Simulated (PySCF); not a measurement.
[Tb(H2O)3]3+: from a saddle point downhill

PySCF 2.14.0, RKS PBE0, Tb lcecp-1-SVP with ECP54, O def2-SVP, H def2-SVP; non-relativistic Hamiltonian with scalar-relativistic core potentials where named; density fitting; no spin-orbit coupling. Relaxed within the symmetry of its start, the geometry (D3h) is

```xyz
10

Tb    0.0000    0.0000    0.0000
O     2.2752    0.0000    0.0000
H     2.8928    0.0000    0.7711
H     2.8928    0.0000   -0.7711
O    -1.1376    1.9704    0.0000
H    -1.4464    2.5052    0.7711
H    -1.4464    2.5052   -0.7711
O    -1.1376   -1.9704    0.0000
H    -1.4464   -2.5052    0.7711
H    -1.4464   -2.5052   -0.7711
```

and its lowest harmonic modes are -202, -180, -180, -49, 52, 52 cm⁻¹ (negative: unstable). It was moved along the lowest mode and relaxed again, within the group D3 that the move left.

Q: Where does it end, and how much lower?

A: In D3, 0.135 eV lower, after 22 steps:
```xyz
10

Tb    0.0000    0.0000    0.0000
O     2.2617    0.0000    0.0000
H     2.8785    0.7476    0.1932
H     2.8785   -0.7476   -0.1932
O    -1.1308    1.9587    0.0000
H    -2.0867    2.1190    0.1932
H    -0.7918    2.8666   -0.1932
O    -1.1308   -1.9587    0.0000
H    -0.7918   -2.8666    0.1932
H    -2.0867   -2.1191   -0.1932
```

Q: How do the contacts change?

A: 
```csv
contact,saddle (Å),end (Å)
Tb1–O2 (H2O),2.275,2.262
Tb1–O5 (H2O),2.275,2.262
Tb1–O8 (H2O),2.275,2.262
```


Q: Is the end a minimum?

A: Yes, as far as the noise of the softest modes lets one tell (those above −25 cm⁻¹ count as noise); lowest modes -19, 72, 72, 85, 102, 102 cm⁻¹.

An lcecp potential fixes the number of 4f electrons, so in runs with it no electron can move into or out of that shell.

State: singlet in the valence, with the 4f electrons in the core potential.
